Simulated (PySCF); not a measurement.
**Cost of excited-state runs on `C1=CC=C(PC)N=C1`, C6H8NP**

Molfile (atoms numbered from 1):
```
C6H8NP
     RDKit          3D

 16 16  0  0  0  0  0  0  0  0999 V2000
    2.6043    0.9486    0.5735 C   0  0  0  0  0  0  0  0  0  0  0  0
    1.9330   -0.2737   -0.6317 P   0  0  0  0  0  0  0  0  0  0  0  0
    0.1771   -0.2296   -0.1308 C   0  0  0  0  0  0  0  0  0  0  0  0
   -0.6619   -1.3286   -0.3053 C   0  0  0  0  0  0  0  0  0  0  0  0
   -1.9962   -1.1987    0.0292 C   0  0  0  0  0  0  0  0  0  0  0  0
   -2.4485    0.0211    0.5139 C   0  0  0  0  0  0  0  0  0  0  0  0
   -1.5356    1.0560    0.6358 C   0  0  0  0  0  0  0  0  0  0  0  0
   -0.2585    0.9381    0.3193 N   0  0  0  0  0  0  0  0  0  0  0  0
    2.2751    1.9395    0.2671 H   0  0  0  0  0  0  0  0  0  0  0  0
    3.6918    0.9081    0.5475 H   0  0  0  0  0  0  0  0  0  0  0  0
    2.2421    0.7463    1.5790 H   0  0  0  0  0  0  0  0  0  0  0  0
    2.2247   -1.4258    0.1126 H   0  0  0  0  0  0  0  0  0  0  0  0
   -0.2604   -2.2547   -0.6911 H   0  0  0  0  0  0  0  0  0  0  0  0
   -2.6761   -2.0310   -0.0860 H   0  0  0  0  0  0  0  0  0  0  0  0
   -3.4828    0.1645    0.7854 H   0  0  0  0  0  0  0  0  0  0  0  0
   -1.8357    2.0288    1.0052 H   0  0  0  0  0  0  0  0  0  0  0  0
  1  2  1  0
  2  3  1  0
  3  4  2  0
  4  5  1  0
  5  6  2  0
  6  7  1  0
  7  8  2  0
  8  3  1  0
  1  9  1  0
  1 10  1  0
  1 11  1  0
  2 12  1  0
  4 13  1  0
  5 14  1  0
  6 15  1  0
  7 16  1  0
M  END
```

PySCF with density fitting, on 1 thread of an Arm Neoverse V2, shared host. Command: `OMP_NUM_THREADS=1 python excited_run.py task.json out`

How long does this run take, and how much memory?
- magnetisability and related constants, B3LYP/pcSseg-1; isotopologues; writes grids


| run | level | basis functions | wall time | peak memory (GiB) |
| --- | --- | --- | --- | --- |
| magnetisability and related constants | B3LYP/pcSseg-1 | 183 | 34 s | 0.81 |

Times from a shared host are rough.
